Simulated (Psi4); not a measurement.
F₄Sb, charge +1, singlet, at a GFN2-xTB geometry (all electrons, no relativity); Psi4 1.11 with PBE0/3-21G.

The Psi4 input:
```
memory 2 GB

molecule {
1 1
  Sb    0.00000000    0.00000000    0.00000000
  F     1.78716823   -0.30357238   -0.62788667
  F    -0.08155754    0.81022628    1.73702329
  F    -0.73508024    1.12801739   -1.36660234
  F    -0.97053045   -1.63467128    0.25746573
symmetry c1
no_reorient
no_com
}

set basis 3-21g
set scf_type pk

energy('pbe0')
print_variables()
```

Write the output that Psi4 gives for this input, abridged.


```
   => Loading Basis Set <=

    Name: 3-21G
    Role: ORBITAL
    Keyword: BASIS

         ---------------------------------------------------------
                                   SCF
               by Justin Turney, Rob Parrish, Andy Simmonett
                          and Daniel G. A. Smith
                              RKS Reference
         ---------------------------------------------------------

  ==> Geometry <==

    Molecular point group: c1
    Full point group: C1

    Geometry (in Angstrom), charge = 1, multiplicity = 1:

       Center              X                  Y                   Z               Mass
    ------------   -----------------  -----------------  -----------------  -----------------
         SB           0.000000000000     0.000000000000     0.000000000000   120.903812000000
         F            1.787168230000    -0.303572380000    -0.627886670000    18.998403162730
         F           -0.081557540000     0.810226280000     1.737023290000    18.998403162730
         F           -0.735080240000     1.128017390000    -1.366602340000    18.998403162730
         F           -0.970530450000    -1.634671280000     0.257465730000    18.998403162730

  Running in c1 symmetry.

  Rotational constants: A =      0.09907  B =      0.08733  C =      0.08593 [cm^-1]
  Rotational constants: A =   2969.90790  B =   2618.07333  C =   2576.26030 [MHz]
  Nuclear repulsion =  588.657037951247162

  Charge       = 1
  Multiplicity = 1
  Electrons    = 86
  Nalpha       = 43
  Nbeta        = 43

  ==> Algorithm <==

  SCF Algorithm Type is PK.
  DIIS enabled.
  MOM disabled.
  Fractional occupation disabled.
  Guess Type is SAD.
  Energy threshold   = 1.00e-06
  Density threshold  = 1.00e-06
  Integral threshold = 1.00e-12

  ==> Primary Basis <==

  Basis Set: 3-21G
    Blend: 3-21G
    Number of shells: 33
    Number of basis functions: 69
    Number of Cartesian functions: 69
    Spherical Harmonics?: false
    Max angular momentum: 2

  ==> DFT Potential <==

   => LibXC <=

    Version 7.1.2
    S. Lehtola, C. Steigemann, M. J. T. Oliveira, and M. A. L. Marques,  SoftwareX 7, 1–5 (2018) (10.1016/j.softx.2017.11.002)

   => Composite Functional: PBE0 <=

    PBE0 Hyb-GGA Exchange-Correlation Functional

    C. Adamo and V. Barone,  J. Chem. Phys. 110, 6158 (1999) (10.1063/1.478522)
    M. Ernzerhof and G. E. Scuseria,  J. Chem. Phys. 110, 5029 (1999) (10.1063/1.478401)

    Deriv               =              1
    GGA                 =           TRUE
    Meta                =          FALSE

    Exchange Hybrid     =           TRUE
    MP2 Hybrid          =          FALSE

   => Exchange Functionals <=

    0.7500   Perdew, Burke & Ernzerhof

   => Exact (HF) Exchange <=

    0.2500               HF

   => Correlation Functionals <=

    1.0000   Perdew, Burke & Ernzerhof

   => LibXC Density Thresholds  <==

    XC_HYB_GGA_XC_PBEH:  1.00E-15

   => Molecular Quadrature <=

    Radial Scheme          =       TREUTLER
    Pruning Scheme         =           NONE
    Nuclear Scheme         =       TREUTLER

    Blocking Scheme        =         OCTREE
    BS radius alpha        =              1
    Pruning alpha          =              1
    Radial Points          =             75
    Spherical Points       =            302
    Total Points           =         108501
    Total Blocks           =            888
    Max Points             =            256
    Max Functions          =             65
    Weights Tolerance      =       1.00E-15

  ==> Integral Setup <==

  Using in-core PK algorithm.
   Calculation information:
      Number of atoms:                   5
      Number of AO shells:              33
      Number of primitives:             69
      Number of atomic orbitals:        69
      Number of basis functions:        69

      Integral cutoff                 1.00e-12
      Number of threads:                 1

  Performing in-core PK
  Using 5834640 doubles for integral storage.
  We computed 100530 shell quartets total.
  Whereas there are 157641 unique shell quartets.

  ==> DiskJK: Disk-Based J/K Matrices <==

    J tasked:                  Yes
    K tasked:                  Yes
    wK tasked:                  No
    Schwarz Cutoff:          1E-12

  Minimum eigenvalue in the overlap matrix is 1.2588705181E-03.
  Reciprocal condition number of the overlap matrix is 3.1244636692E-04.
    Using symmetric orthogonalization.

  ==> Pre-Iterations <==

  SCF Guess: Superposition of Atomic Densities via on-the-fly atomic UHF (no occupation information).

   -------------------------
    Irrep   Nso     Nmo
   -------------------------
     A         69      69
   -------------------------
    Total      69      69
   -------------------------

  ==> Iterations <==

                        Total Energy        Delta E     RMS |[F,P]|

   @RKS iter SAD: -6681.14897798045695   -6.68115e+03   0.00000e+00
   @RKS iter   1: -6684.76723476329880   -3.61826e+00   7.15338e-03 ADIIS/DIIS
   @RKS iter   2: -6684.81316771729507   -4.59330e-02   2.49278e-03 ADIIS/DIIS
   @RKS iter   3: -6684.81462364063918   -1.45592e-03   1.99573e-03 ADIIS/DIIS
   @RKS iter   4: -6684.82057065956633   -5.94702e-03   1.66263e-04 ADIIS/DIIS
   @RKS iter   5: -6684.82063022280636   -5.95632e-05   2.06837e-05 DIIS
   @RKS iter   6: -6684.82063131161613   -1.08881e-06   7.42779e-07 DIIS
   @RKS iter   7: -6684.82063131311861   -1.50249e-09   4.03048e-08 DIIS
  Energy and wave function converged.

  ==> Post-Iterations <==

   Electrons on quadrature grid:
      Ntotal   =   85.9999870550 ; deviation = -1.295e-05

    Orbital Energies [Eh]
    ---------------------

    Doubly Occupied:

[...]
      43A     -0.671635

    Virtual:

[...]
    Final Occupation by Irrep:
              A
    DOCC [    43 ]
    NA   [    43 ]
    NB   [    43 ]

  @RKS Final Energy: -6684.82063131311861

   => Energetics <=

    Nuclear Repulsion Energy =            588.6570379512471618
    One-Electron Energy =              -10365.6818895698397682
    Two-Electron Energy =                3248.1622398580543631
    DFT Exchange-Correlation Energy =    -155.9580195525806232
    Empirical Dispersion Energy =           0.0000000000000000
    VV10 Nonlocal Energy =                  0.0000000000000000
    Total Energy =                      -6684.8206313131186107

Computation Completed

Properties will be evaluated at   0.000000,   0.000000,   0.000000 [a0]

Properties computed using the SCF density matrix

 Multipole Moments:

 ------------------------------------------------------------------------------------
     Multipole            Electronic (a.u.)      Nuclear  (a.u.)        Total (a.u.)
 ------------------------------------------------------------------------------------

 L = 1.  Multiply by 2.5417464519 to convert [e a0] to [Debye]
 Dipole X            :         -0.0000000            0.0000000           -0.0000000
 Dipole Y            :         -0.0000001            0.0000002            0.0000000
 Dipole Z            :         -0.0000001            0.0000002            0.0000001
 Magnitude           :                                                    0.0000001

 ------------------------------------------------------------------------------------

  Variable Map:
  ----------------------------------------------------------------------------
[...]
  Array Variable Map:
  ----------------------------------------------------------------------------
[...]
[...]
```
